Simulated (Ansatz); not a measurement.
```yaml
crystal:
  periodic: [false, false, false]
  atoms:
    - {symbol: Mg, position_ang: [0.807865, -0.125428, -0.259294]}
    - {symbol: Mg, position_ang: [-0.808620, 0.918241, -1.970357]}
    - {symbol: Mg, position_ang: [-1.088361, -0.243898, 1.517486]}
    - {symbol: O, position_ang: [-1.287669, 0.432828, -0.224520]}
    - {symbol: O, position_ang: [0.995022, 0.456864, -2.050502]}
    - {symbol: O, position_ang: [0.881093, -0.020462, 1.743053]}
    - {symbol: O, position_ang: [0.500660, -1.418146, 1.244144]}
basis:
  gaussian: {orbitals: pcseg-2}
total_charge: -1
magnetization: {spin_polarized: true, initial_magnetization: 3}
hamiltonian: {xc: {name: CAM-B3LYP}, dispersion: d3bj}
scf: {lower_state_search: light}
output: {forces: true}
```

```sh
$ ansatz run in.yaml --threads 4 --pin off --events-out ev --progress --plain --max-ram 8704MiB
```

Shortened log:

```
Functional definition: CAM-B3LYP
1267 factors; their error is unknown
315 factors; integrals over basis functions are off by at most 3.0e-5 eV
mean field evaluation 1: about -24512.0945 eV, gradient 5.3e1 eV
mean field evaluation 2: about -24284.2346 eV, gradient 1.8e2 eV
mean field evaluation 4: about -24523.0307 eV, gradient 1.4e1 eV
mean field evaluation 8: about -24524.2251 eV, gradient 3.6e0 eV
mean field evaluation 16: about -24524.6440 eV, gradient 1.5e-1 eV
mean field evaluation 32: about -24524.7988 eV, gradient 3.3e-7 eV
mean field -24524.79880474 eV, -901.2697325686 hartree, gradient 3.3e-7 eV, S^2 3.773761; 6 other end points of the search recorded, 0 dependent functions left out
reference -24524.79892600 eV, -901.2697370248 hartree; 36, 33 occupied and 141, 144 virtual orbitals, 1267 factors
Total energy: -24525.00329559 eV, -901.2772474688 hartree
Atom 0 at     0.807865    -0.125428    -0.259294 Å, force    -0.350674    -0.549934     1.814107 eV/Å
Atom 1 at    -0.808620     0.918241    -1.970357 Å, force    -2.181842     0.963953    -1.048881 eV/Å
Atom 2 at    -1.088361    -0.243898     1.517486 Å, force    -0.989405    -0.249488     1.457871 eV/Å
Atom 3 at    -1.287669     0.432828    -0.224520 Å, force     1.699527    -0.148629    -0.885656 eV/Å
Atom 4 at     0.995022     0.456864    -2.050502 Å, force     1.201964    -0.354686     0.084496 eV/Å
Atom 5 at     0.881093    -0.020462     1.743053 Å, force     0.259365    -0.017459    -0.778026 eV/Å
Atom 6 at     0.500660    -1.418146     1.244144 Å, force     0.361065     0.356243    -0.643911 eV/Å
Dipole moment:     0.678591     0.011834    -0.544881 e Å
```

It took 2.4 min on 4 threads of AMD EPYC on a shared host, peak host memory 1.1 GiB.

The highest occupied level of an anion often lies above zero with these methods, and sets without diffuse functions describe the outer electron poorly.

The dipole of an ion depends on the origin.
